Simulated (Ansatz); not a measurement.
The same path of BClH3NO + H4OSi (13 atoms, charge 0, multiplicity 1) was run twice with different band settings. Lost on the way: O8–H13. Made: B1–O8, N2–H13.

Computed with RKS PBE/def2-SVP (Ansatz 0.2.0).

Relaxed end points:

```xyz
13
Properties=species:S:1:pos:R:3
B 0.194 -0.670 0.409
N 0.164 -0.108 1.717
H -0.632 -0.258 2.337
H 1.041 0.076 2.209
O 1.369 -0.732 -0.276
H 1.250 -1.044 -1.190
Cl -1.350 -1.214 -0.323
O -0.550 2.531 0.664
Si -2.145 2.696 0.178
H -2.426 2.053 -1.159
H -3.112 2.104 1.178
H -2.412 4.169 0.053
H -0.302 1.659 1.055
```

```xyz
13
Properties=species:S:1:pos:R:3
B -0.155 0.300 0.314
N 0.244 0.140 1.917
H -0.596 0.209 2.508
H 0.680 -0.781 2.073
O 1.025 -0.119 -0.335
H 0.996 0.130 -1.273
Cl -1.641 -0.924 0.168
O -0.572 1.647 0.118
Si -2.108 2.266 -0.149
H -2.722 1.788 -1.435
H -3.047 1.970 0.994
H -1.932 3.759 -0.227
H 0.915 0.878 2.179
```

Common settings: movable images 7; climbing image yes; spring 5.0 eV/Å²; optimiser quadratic models (default); start path through a guess of the saddle point; iteration limit 60; end points relaxed.

| run | force threshold |
| --- | --- |
| 1 | 0.05 eV/Å |
| 2 | 0.2 eV/Å |

Problem. What does each run give, and how far can it be trusted?

Solution. Run 1: converged after 48 iterations, highest image 0.555 eV above the first end. A vibrational analysis at the climbing image gives one clearly imaginary mode, 792i cm⁻¹: a first-order saddle point.
Run 2: converged after 18 iterations, highest image 0.605 eV above the first end. The threshold of 0.2 eV/Å is loose, so the images may lie well off the minimum-energy path. The order of the point at the top wasn't checked.
The orbitals stay closed-shell, which can raise the energy where a bond breaks towards radicals; this wasn't checked here.
